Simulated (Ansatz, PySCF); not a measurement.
Process, species as SMILES: N=C=O + C (CH4) -> C=N (CH3N) + C=O (CH2O) [formaldehyde]
Geometries: B3LYP-D3(BJ)/def2-TZVP minima from Ansatz (an electronic-structure program).

Quantity: bond separation energy (enthalpy at 298 K, with B3LYP-D3(BJ) rigid-rotor harmonic-oscillator terms from PySCF), in kcal/mol. Valence correlation only, unless marked. Spin-orbit coupling is left out. Non-relativistic. CBS marks a two-point X^-3 extrapolation of the correlation energy; Hartree-Fock from the larger set.

```csv
level,program,bond separation energy (kcal/mol)
HF-D3(BJ)/def2-TZVPD,PySCF + dftd3,38.2
HF-D4/def2-TZVPD,PySCF + dftd4,39.0
PBE-D3(BJ)/def2-TZVPD,Ansatz + dftd3,___
revPBE-D4/def2-TZVPD,Ansatz + dftd4,45.3
r2SCAN-D4/def2-TZVPD,Ansatz + dftd4,48.6
PBE0-D3(BJ)/def2-TZVP,Ansatz + dftd3,45.9
PBE0-D4/def2-TZVP,Ansatz + dftd4,46.0
TPSSh-D3(BJ)/def2-TZVPD,PySCF + dftd3,43.8
r2SCAN0-D4/def2-TZVPD,Ansatz + dftd4,47.3
HSE06-D3(BJ)/def2-TZVPD,Ansatz + dftd3,45.6
B2GP-PLYP-D3(BJ)/def2-TZVPD,Ansatz + dftd3,___
SCS-MP2/6-31G,Ansatz,39.4
SCS-MP2/6-31G*,Ansatz,41.4
CCSD/STO-3G,Ansatz,22.3
CCSD/cc-pVDZ,Ansatz,37.3
CCSD/aug-cc-pVTZ,Ansatz,___
"CCSD(T)/CBS(cc-pVTZ,cc-pVQZ)",Ansatz,___
```

### Question
Complete the blanks.

### Answer

- PBE-D3(BJ)/def2-TZVPD, bond separation energy (kcal/mol): 46.4
- B2GP-PLYP-D3(BJ)/def2-TZVPD, bond separation energy (kcal/mol): 44.2
- CCSD/aug-cc-pVTZ, bond separation energy (kcal/mol): 38.8
- CCSD(T)/CBS(cc-pVTZ,cc-pVQZ), bond separation energy (kcal/mol): 41.1
